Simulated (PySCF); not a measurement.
# Vertical excitation energies

Compound: C5H8OSi.
Structure used (PBE0-D3(BJ)/def2-SVP), in Å, numbered top down from 1:
```
atom  x, y, z in Å
C1     2.3567    0.9654   -0.2103
O2     1.2308    1.1730    0.5995
C3     0.1910    0.3461    0.4308
C4     0.0651   -0.6930   -0.4344
Si5   -1.6266   -1.4035   -0.1466
C6    -2.0325   -0.1611    1.2042
C7    -0.9562    0.6364    1.3274
H8     3.0964    1.7255    0.0697
H9     2.1054    1.0757   -1.2795
H10    2.7853   -0.0392   -0.0506
H11    0.8409   -0.9917   -1.1383
H12   -2.5534   -1.3101   -1.3185
H13   -1.6429   -2.8226    0.3278
H14   -2.9276   -0.0330    1.8160
H15   -0.8620    1.4732    2.0276
```

Method: TDDFT PBE0/def2-SVPD, vertical, gas phase, core orbitals frozen in the response in PySCF 2.14.0, density-fitted response routines.

```csv
state,E (eV),ν̃ (cm⁻¹),f,|μ| (D),"main configurations (H = HOMO, L = LUMO)"
S1,4.34,34990,0.031,1.37,H→L (98%)
S2,5.97,48170,0.011,0.69,H→L+1 (92%)
S3,6.02,48540,0.0009,0.20,H-2→L (97%)
S4,6.07,48930,0.146,2.52,"H-1→L (86%), H→L+5 (12%)"
S5,6.17,49800,0.0029,0.35,H→L+2 (93%)
S6,6.53,52650,0.0047,0.43,H-3→L (96%)
S7,6.67,53830,0.0075,0.54,"H→L+3 (64%), H→L+4 (30%)"
S8,6.78,54690,0.0025,0.31,"H→L+4 (63%), H→L+3 (32%)"
S9,7.12,57460,0.016,0.77,H→L+6 (93%)
S10,7.17,57860,0.0001,0.05,H→L+7 (90%)
```

Triplets (Tamm–Dancoff): T1 2.83 eV, H→L (92%); T2 4.40 eV, H-1→L (76%), H→L+5 (13%); T3 5.48 eV, H-2→L (96%); T4 5.84 eV, H→L+1 (82%), H→L+2 (12%).

The lowest singlet comes at 286 nm (419 kJ/mol) in the ultraviolet; it is of moderate strength; its leading configuration is HOMO→LUMO (98%). The most intense listed level is S4 at 6.07 eV (204 nm, f = 0.146), 1.73 eV above S1. Löwdin shares by element: HOMO carbon 67% or more, oxygen 11% (atoms not listed hold the other 22%); LUMO carbon 71% or more (atoms not listed hold the other 29%). Orbital energies (eV): HOMO-3 -9.17, HOMO-2 -8.92, HOMO-1 -8.14, HOMO -6.47, LUMO -1.24, LUMO+1 0.62, LUMO+2 0.86. Weighted by f, the mean energy of these states is 5.94 eV. Of the 10 states listed, 4 reach f = 0.01 and 1 stays under 0.0005. No computed singlet lies in the visible range (380 to 750 nm); the lowest, at 286 nm, stands 1.07 eV above its violet end (3.26 eV); a Tamm–Dancoff triplet lies at 439 nm, without intensity as long as spin–orbit coupling is left out. All these states lie below the vertical ionisation energy of 8.27 eV (ΔSCF). The window holds the lowest 10 singlets.

One conformer stands for the species.
